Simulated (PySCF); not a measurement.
C3H7O, doublet, geometry from GFN2-xTB. Base run: PySCF with TPSS/STO-3G.

Input for PySCF:
```python
from pyscf import gto, scf, dft

mol = gto.M(
    atom='''
O     0.07101639   -0.66456001    0.19109071
C    -0.06692834    0.67303357   -0.09082657
C     1.35818535   -1.19034893    0.02589577
C    -1.44549983    1.21108447   -0.04695723
H     0.68863969    1.12953665   -0.71319426
H     1.29299347   -2.25508650    0.24458366
H     1.71840718   -1.04941663   -1.00022698
H     2.07110162   -0.72074430    0.71400912
H    -1.97038421    1.09659057   -1.00448575
H    -2.01653063    0.67958044    0.71033681
H    -1.42690127    2.27340509    0.19157975
''',
    basis='sto-3g',
    spin=1,
    verbose=4,
)

mf = dft.UKS(mol)
mf.xc = 'tpss'
mf.kernel()
```

Variants of this job, named by their change:

```json
[
 {"change": "base", "ΔE vs base (µEh)": "0.0", "SCF cycles": "10", "<S^2>": "0.752", "outcome": "converged"},
 {"change": "level_shift = 0.1 (with mf.max_cycle = 100)", "ΔE vs base (µEh)": "0.0", "SCF cycles": "10", "<S^2>": "0.752", "outcome": "converged"},
 {"change": "conv_tol = 1e-7", "ΔE vs base (µEh)": "0.0", "SCF cycles": "8", "<S^2>": "0.752", "outcome": "converged"},
 {"change": "init_guess = vsap", "ΔE vs base (µEh)": "0.0", "SCF cycles": "10", "<S^2>": "0.752", "outcome": "converged"},
 {"change": "diis_space = 12", "ΔE vs base (µEh)": "0.0", "SCF cycles": "10", "<S^2>": "0.752", "outcome": "converged"},
 {"change": "solver = newton; init_guess = 1e", "ΔE vs base (µEh)": "0.0", "SCF cycles": "-", "<S^2>": "0.752", "outcome": "converged"},
 {"change": "conv_tol = 1e-12", "ΔE vs base (µEh)": "0.0", "SCF cycles": "13", "<S^2>": "0.752", "outcome": "converged"},
 {"change": "init_guess = sap", "ΔE vs base (µEh)": "0.0", "SCF cycles": "11", "<S^2>": "0.752", "outcome": "converged"},
 {"change": "conv_tol = 1e-11", "ΔE vs base (µEh)": "0.0", "SCF cycles": "12", "<S^2>": "0.752", "outcome": "converged"},
 {"change": "diis_space = 4", "ΔE vs base (µEh)": "0.0", "SCF cycles": "11", "<S^2>": "0.752", "outcome": "converged"},
 {"change": "init_guess = mod_huckel", "ΔE vs base (µEh)": "0.0", "SCF cycles": "12", "<S^2>": "0.752", "outcome": "converged"},
 {"change": "DIIS = EDIIS", "ΔE vs base (µEh)": "-", "SCF cycles": "50", "<S^2>": "-", "outcome": "not converged"},
 {"change": "damp = 0.5; diis_start_cycle = 5", "ΔE vs base (µEh)": "0.0", "SCF cycles": "11", "<S^2>": "0.752", "outcome": "converged"}
]
```

Open shells are given as the SCF converged; they aren't shown to be the lowest states, and a large step between rows can be another state.
